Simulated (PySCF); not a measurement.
PySCF input file for Cl2H6Si3, SMILES [SiH2]([SiH3])[SiH](Cl)Cl, B3LYP-D3(BJ)/def2-SVP. Geometry optimised at B3LYP-D3(BJ)/def2-SVP. One conformer was computed; it need not be the lowest.

```python
import numpy as np
from pyscf import gto, scf, dft, df
from pyscf.hessian import thermo

mol = gto.M(
    atom='''
    Si   -2.51017389   -0.38246005    0.24406667
    Si   -0.88369873   -0.40485313   -1.45367750
    Si    1.13943668    0.11981709   -0.40599314
    Cl    0.89207562    1.98303309    0.48964071
    Cl    1.44187174   -1.31075550    1.07630600
    H    -2.14406558   -1.39531161    1.27367440
    H    -3.85574838   -0.70368579   -0.31449321
    H    -2.53912889    0.97213765    0.86395192
    H    -1.17362148    0.61581941   -2.50413902
    H    -0.77455534   -1.75117458   -2.08996752
    H     2.37211761    0.17844136   -1.23166508
    ''',
    basis='def2-SVP',
    charge=0,
    spin=0,
    max_memory=1600,
    verbose=3,
)
mf = dft.RKS(mol, xc='b3lyp').density_fit(auxbasis='def2-universal-jkfit')
mf.disp = 'd3bj'
mf.grids.level = 3
mf.conv_tol = 1e-11
mf.max_cycle = 100
mf.kernel()

# [left out here: the lines that compute and print the analytic Hessian (its translational invariance restored by hand, since the grid's response is missing), thermochemistry and intensities]
```

Program output:

```
converged SCF energy = -1792.12632076115

WARN: DFTD3 does not support analytical Hessian, using finite difference


WARN: Mole.unit (angstrom) is changed to Bohr

Mode                                 0                   1                   2
Irrep
Freq [cm^-1]                       -9.6108             74.3556             81.6467
Reduced mass [au]                   2.9049              7.4416              1.4161
Force const [Dyne/A]               -0.0002              0.0242              0.0056
Char temp [K]                     -13.8278            106.9812            117.4715
Normal mode                   x     y     z       x     y     z       x     y     z
       0  Si                -0.02  0.09 -0.02   -0.12 -0.03 -0.05    0.01 -0.04  0.01
       1  Si                 0.01 -0.05  0.01   -0.03  0.00  0.04    0.00  0.01 -0.00
       2  Si                 0.00 -0.00  0.00   -0.01  0.00  0.01   -0.00  0.02 -0.00
       3  Cl                -0.06 -0.02  0.03    0.07  0.01  0.01    0.05  0.02  0.01
       4  Cl                 0.06 -0.01 -0.02    0.06  0.01  0.00   -0.06 -0.00 -0.01
       5   H                 0.08  0.31  0.16   -0.16 -0.02 -0.03    0.30  0.27  0.22
       6   H                 0.02 -0.14  0.02   -0.07 -0.07 -0.14    0.09 -0.52  0.10
       7   H                -0.16  0.20 -0.25   -0.19 -0.03 -0.05   -0.34  0.08 -0.28
       8   H                 0.03 -0.12 -0.07   -0.01  0.00  0.03   -0.04 -0.02 -0.02
       9   H                 0.00 -0.09  0.11   -0.00  0.01  0.03    0.04  0.00  0.02
      10   H                -0.01  0.05 -0.01   -0.05 -0.02 -0.06    0.00 -0.01  0.01
Mode                                 3                   4                   5
Irrep
Freq [cm^-1]                      111.5128            163.7059            219.9894
Reduced mass [au]                   3.7001             13.2803              8.8532
Force const [Dyne/A]                0.0271              0.2097              0.2524
[...]
       6   H                -0.02  0.14 -0.02   -0.11  0.01  0.15   -0.12  0.01  0.19
       7   H                 0.21  0.14 -0.32   -0.00  0.01  0.04    0.02  0.01  0.05
       8   H                -0.13  0.33  0.40   -0.05 -0.03 -0.10    0.24  0.03 -0.06
       9   H                 0.04  0.20 -0.50   -0.05 -0.02 -0.10    0.24  0.03 -0.06
      10   H                -0.00  0.02 -0.00    0.17  0.05  0.10   -0.09 -0.02 -0.02
Mode                                 9                  10                  11
Irrep
Freq [cm^-1]                      502.7945            513.8804            530.3728
Reduced mass [au]                   1.4194              1.3911              5.1913
Force const [Dyne/A]                0.2114              0.2164              0.8604
Char temp [K]                     723.4093            739.3595            763.0884
Normal mode                   x     y     z       x     y     z       x     y     z
       0  Si                 0.02  0.01  0.05   -0.01  0.03 -0.01    0.01  0.00  0.00
       1  Si                 0.03 -0.00 -0.05    0.01 -0.06  0.01   -0.03 -0.01 -0.03
       2  Si                -0.04 -0.01 -0.03    0.01 -0.04  0.01    0.03  0.03  0.12
       3  Cl                 0.00  0.02  0.01    0.00  0.03  0.02    0.01 -0.06 -0.03
       4  Cl                 0.01 -0.01  0.02   -0.01  0.02 -0.03   -0.01  0.04 -0.05
       5   H                -0.37 -0.06  0.11    0.23 -0.12 -0.23   -0.10 -0.01  0.03
       6   H                 0.27 -0.05 -0.53    0.03 -0.16  0.03    0.06 -0.01 -0.11
       7   H                -0.38 -0.02  0.10   -0.20 -0.10  0.27   -0.10 -0.01  0.03
       8   H                -0.12 -0.01 -0.01    0.35  0.24  0.20   -0.19 -0.03  0.00
       9   H                -0.11 -0.03 -0.00   -0.40  0.04 -0.25   -0.19 -0.04  0.01
      10   H                -0.00  0.01  0.04   -0.00  0.02 -0.00    0.08  0.05  0.21
Mode                                12                  13                  14
Irrep
Freq [cm^-1]                      570.0694            675.9390            710.3003
Reduced mass [au]                   5.3795              1.0815              1.2053
Force const [Dyne/A]                1.0300              0.2911              0.3583
Char temp [K]                     820.2030            972.5258           1021.9640
Normal mode                   x     y     z       x     y     z       x     y     z
       0  Si                 0.00 -0.02  0.00   -0.01  0.04 -0.01   -0.01 -0.01 -0.02
       1  Si                -0.00  0.03 -0.00    0.00 -0.02  0.00    0.07  0.01 -0.01
       2  Si                 0.02 -0.13  0.02    0.00 -0.02  0.00   -0.01 -0.00 -0.00
       3  Cl                -0.01  0.06  0.03   -0.00  0.00  0.00   -0.00  0.01  0.01
       4  Cl                -0.01  0.04 -0.05    0.00  0.00 -0.00    0.00 -0.01  0.01
       5   H                -0.12  0.06  0.12    0.20 -0.11 -0.21    0.03  0.07  0.05
       6   H                -0.01  0.07 -0.01    0.02 -0.13  0.02   -0.14  0.02  0.26
       7   H                 0.10  0.05 -0.14   -0.16 -0.09  0.25    0.05 -0.03  0.07
       8   H                -0.04 -0.10 -0.10   -0.56 -0.02  0.16   -0.57 -0.07  0.09
       9   H                 0.07 -0.04  0.13    0.55  0.11 -0.17   -0.57 -0.09  0.09
      10   H                 0.03 -0.20  0.04    0.03 -0.17  0.03   -0.11 -0.04 -0.15
Mode                                15                  16                  17
Irrep
Freq [cm^-1]                      753.8652            800.5042            874.3018
Reduced mass [au]                   1.1620              1.0891              1.1005
Force const [Dyne/A]                0.3891              0.4112              0.4956
Char temp [K]                    1084.6442           1151.7473           1257.9256
Normal mode                   x     y     z       x     y     z       x     y     z
       0  Si                -0.01 -0.00 -0.00   -0.00  0.00 -0.00    0.04 -0.00 -0.04
       1  Si                 0.02  0.01  0.02   -0.00  0.01 -0.00   -0.01 -0.00 -0.01
       2  Si                -0.05 -0.01 -0.04    0.01 -0.05  0.01   -0.00 -0.00 -0.01
       3  Cl                 0.01  0.00  0.00    0.01  0.00 -0.01    0.00  0.00  0.00
       4  Cl                 0.01  0.00 -0.00   -0.01  0.00  0.00    0.00 -0.00  0.00
       5   H                 0.13 -0.00 -0.06    0.01 -0.01 -0.01   -0.42  0.11  0.25
       6   H                -0.02 -0.00  0.02    0.00 -0.01  0.00   -0.20  0.05  0.47
       7   H                 0.12  0.02 -0.06   -0.00 -0.01  0.01   -0.38 -0.15  0.30
       8   H                -0.08  0.00  0.04   -0.11 -0.03  0.00    0.11  0.15  0.13
       9   H                -0.08 -0.01  0.05    0.11  0.01  0.00    0.14 -0.06  0.16
      10   H                 0.46  0.21  0.74   -0.15  0.92 -0.16    0.08  0.03  0.12
Mode                                18                  19                  20
Irrep
Freq [cm^-1]                      918.2025            941.4006            946.8390
Reduced mass [au]                   1.0533              1.0338              1.0379
Force const [Dyne/A]                0.5232              0.5398              0.5482
Char temp [K]                    1321.0890           1354.4658           1362.2905
Normal mode                   x     y     z       x     y     z       x     y     z
       0  Si                 0.01 -0.00 -0.02   -0.00  0.03 -0.01   -0.02 -0.01 -0.02
       1  Si                 0.00  0.01  0.03   -0.00  0.00 -0.00   -0.01 -0.00 -0.01
       2  Si                -0.01 -0.00 -0.00   -0.00  0.00 -0.00    0.00  0.00  0.00
       3  Cl                 0.00  0.00  0.00    0.00 -0.00 -0.00   -0.00 -0.00  0.00
       4  Cl                 0.00 -0.00  0.00    0.00 -0.00  0.00   -0.00  0.00 -0.00
       5   H                -0.07  0.17  0.18   -0.42 -0.17 -0.04    0.23  0.46  0.36
       6   H                -0.01  0.00  0.04    0.12 -0.72  0.12    0.11 -0.03 -0.30
       7   H                -0.03 -0.11  0.23    0.45 -0.01  0.07    0.34 -0.22  0.48
       8   H                 0.03 -0.46 -0.44    0.01 -0.01 -0.02    0.03  0.14  0.12
       9   H                -0.10  0.27 -0.57   -0.01 -0.00  0.02    0.06 -0.07  0.15
      10   H                 0.03  0.01  0.06    0.00 -0.00  0.00   -0.00 -0.00 -0.01
Mode                                21                  22                  23
Irrep
Freq [cm^-1]                     2201.6529           2213.1982           2217.0217
Reduced mass [au]                   1.0293              1.0514              1.0247
Force const [Dyne/A]                2.9396              3.0344              2.9674
Char temp [K]                    3167.6883           3184.2994           3189.8006
Normal mode                   x     y     z       x     y     z       x     y     z
       0  Si                 0.01  0.00  0.00   -0.00  0.01 -0.00   -0.02 -0.00  0.00
       1  Si                -0.00 -0.01 -0.03    0.01 -0.04  0.01   -0.00 -0.00 -0.01
       2  Si                -0.00 -0.00  0.00    0.00 -0.00  0.00   -0.00  0.00  0.00
       3  Cl                -0.00 -0.00 -0.00   -0.00  0.00 -0.00   -0.00 -0.00 -0.00
       4  Cl                -0.00  0.00 -0.00   -0.00  0.00 -0.00   -0.00  0.00 -0.00
       5   H                 0.02 -0.04  0.03    0.03 -0.08  0.08   -0.10  0.23 -0.23
       6   H                -0.19 -0.05 -0.08    0.00  0.01  0.00    0.75  0.18  0.32
       7   H                 0.01  0.05  0.02    0.00 -0.11 -0.05   -0.01 -0.31 -0.14
       8   H                 0.13 -0.47  0.46   -0.13  0.46 -0.48    0.03 -0.11  0.11
       9   H                -0.05  0.62  0.28   -0.05  0.61  0.29   -0.01  0.13  0.06
      10   H                 0.07  0.00 -0.05   -0.00  0.00 -0.00    0.04  0.00 -0.03
Mode                                24                  25                  26
Irrep
Freq [cm^-1]                     2230.4138           2237.5165           2243.3274
Reduced mass [au]                   1.0450              1.0520              1.0429
Force const [Dyne/A]                3.0629              3.1030              3.0924
Char temp [K]                    3209.0689           3219.2881           3227.6487
Normal mode                   x     y     z       x     y     z       x     y     z
       0  Si                 0.02  0.01  0.03    0.01 -0.04  0.01    0.00  0.00 -0.00
       1  Si                 0.00  0.00  0.00    0.00 -0.01  0.00    0.00  0.00  0.00
       2  Si                -0.00  0.00  0.00    0.00 -0.00  0.00   -0.03 -0.00  0.02
       3  Cl                 0.00 -0.00 -0.00   -0.00  0.00  0.00   -0.00  0.00 -0.00
       4  Cl                 0.00  0.00 -0.00    0.00  0.00 -0.00   -0.00 -0.00 -0.00
       5   H                -0.14  0.42 -0.41   -0.17  0.46 -0.48    0.01 -0.02  0.02
       6   H                -0.43 -0.10 -0.17    0.00 -0.01  0.00   -0.02 -0.00 -0.01
       7   H                 0.02 -0.56 -0.24   -0.01  0.61  0.29   -0.00  0.02  0.01
       8   H                -0.01  0.02 -0.02   -0.02  0.08 -0.09   -0.02  0.05 -0.05
       9   H                -0.00 -0.03 -0.01   -0.01  0.11  0.05    0.00 -0.06 -0.03
      10   H                 0.01 -0.00 -0.01    0.00  0.00 -0.00    0.81  0.04 -0.54
temperature 298.1500 [K]
pressure 101325.00 [Pa]
Rotational constants [GHz] 1.59438 0.99769 0.82979
Symmetry number 1
Zero-point energy (ZPE) 0.05449 [Eh]   143057.028 [J/mol]
                           tot       elec      trans        rot        vib
Entropy [J/mol/K]       391.456      0.000    172.135    125.008     94.313
Cv [J/mol/K]            124.270      0.000     12.472     12.472     99.327
Cp [J/mol/K]            132.585      0.000     20.786     12.472     99.327
Internal energy [J/mol]                      3718.434   3718.434 158251.072
Internal energy [Eh]   -1792.06321  -1792.12632
Enthalpy [J/mol]                             6197.391   3718.434 158251.072
Enthalpy [Eh]          -1792.06227
Gibbs free energy [J/mol]                  -45124.730 -33552.750 130131.709
Gibbs free energy [Eh] -1792.10672
mode   freq/cm-1   IR/(km/mol)
   1       -9.61         0.027
   2       74.36         1.486
   3       81.65         0.049
   4      111.51         0.549
   5      163.71         5.990
   6      219.99         8.799
   7      355.12        13.147
   8      386.50         2.926
   9      442.84         8.801
  10      502.79         1.766
  11      513.88        11.681
  12      530.37        52.474
  13      570.07        84.996
  14      675.94         1.018
  15      710.30       186.359
  16      753.87       161.740
  17      800.50        87.414
  18      874.30       225.360
  19      918.20        21.259
  20      941.40        35.966
  21      946.84        66.855
  22     2201.65        58.366
  23     2213.20        46.806
  24     2217.02        81.918
  25     2230.41        68.591
  26     2237.52        91.375
  27     2243.33       111.674
max |gradient| / (hartree/bohr): 4.72712295659203e-05
APT charges: [ 0.7058  0.4714  1.3007 -0.5281 -0.5281 -0.2148 -0.2375 -0.2147 -0.2326
 -0.2326 -0.2897]
```

The run converged.

Cost: around 3 core-minutes (rough).
